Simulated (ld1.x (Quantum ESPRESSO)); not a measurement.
# Reading a pseudo-wave (Zr (Z = 40))

Columns: radius, all-electron u(r) and pseudo u(r) of the 4d shell (level -3.60 eV) of zirconium in the configuration [Ar] 3d10 4s2 4p6 4d2 5s2 5p0; Wu–Cohen, scalar-relativistic, PAW scheme, ld1.x (Quantum ESPRESSO) 7.5.

```json
{"r (bohr)": "0.165", "all-electron": "0.2086", "pseudo": "-0.0011"}
{"r (bohr)": "0.330", "all-electron": "0.2904", "pseudo": "-0.0085"}
{"r (bohr)": "0.495", "all-electron": "0.1219", "pseudo": "-0.0275"}
{"r (bohr)": "0.660", "all-electron": "-0.1128", "pseudo": "-0.0615"}
{"r (bohr)": "0.825", "all-electron": "-0.3226", "pseudo": "-0.1112"}
{"r (bohr)": "0.990", "all-electron": "-0.4809", "pseudo": "-0.1749"}
{"r (bohr)": "1.155", "all-electron": "-0.5868", "pseudo": "-0.2482"}
{"r (bohr)": "1.320", "all-electron": "-0.6485", "pseudo": "-0.3255"}
{"r (bohr)": "1.485", "all-electron": "-0.6766", "pseudo": "-0.3999"}
{"r (bohr)": "1.650", "all-electron": "-0.6809", "pseudo": "-0.4650"}
{"r (bohr)": "1.815", "all-electron": "-0.6692", "pseudo": "-0.5157"}
{"r (bohr)": "1.980", "all-electron": "-0.6470", "pseudo": "-0.5486"}
{"r (bohr)": "2.145", "all-electron": "-0.6186", "pseudo": "-0.5631"}
{"r (bohr)": "2.310", "all-electron": "-0.5869", "pseudo": "-0.5605"}
{"r (bohr)": "2.475", "all-electron": "-0.5538", "pseudo": "-0.5441"}
{"r (bohr)": "2.640", "all-electron": "-0.5207", "pseudo": "-0.5184"}
{"r (bohr)": "2.805", "all-electron": "-0.4880", "pseudo": "-0.4880"}
{"r (bohr)": "2.970", "all-electron": "-0.4564", "pseudo": "-0.4565"}
{"r (bohr)": "3.135", "all-electron": "-0.4260", "pseudo": "-0.4260"}
{"r (bohr)": "3.300", "all-electron": "-0.3970", "pseudo": "-0.3970"}
{"r (bohr)": "3.465", "all-electron": "-0.3693", "pseudo": "-0.3693"}
{"r (bohr)": "3.630", "all-electron": "-0.3432", "pseudo": "-0.3432"}
{"r (bohr)": "3.795", "all-electron": "-0.3184", "pseudo": "-0.3184"}
{"r (bohr)": "3.960", "all-electron": "-0.2950", "pseudo": "-0.2950"}
{"r (bohr)": "4.125", "all-electron": "-0.2730", "pseudo": "-0.2730"}
{"r (bohr)": "4.290", "all-electron": "-0.2522", "pseudo": "-0.2522"}
```

(1) How many radial nodes do the two functions have?

(2) At about which radius was the pseudo-wave matched?

(3) Is the pseudo-wave norm-conserving?

## Answers

(1) The all-electron 4d function has n − l − 1 = 1; the pseudo-wave has 0, since the states of the same l below it are removed with the core.

(2) 3.10 bohr. The columns agree to 0.0005 from 2.81 bohr on; several derivatives are matched, so the curves merge somewhat inside the radius.

(3) No, it belongs to a PAW set: the norm inside the radius is not constrained, and the difference is carried by the augmentation charge.
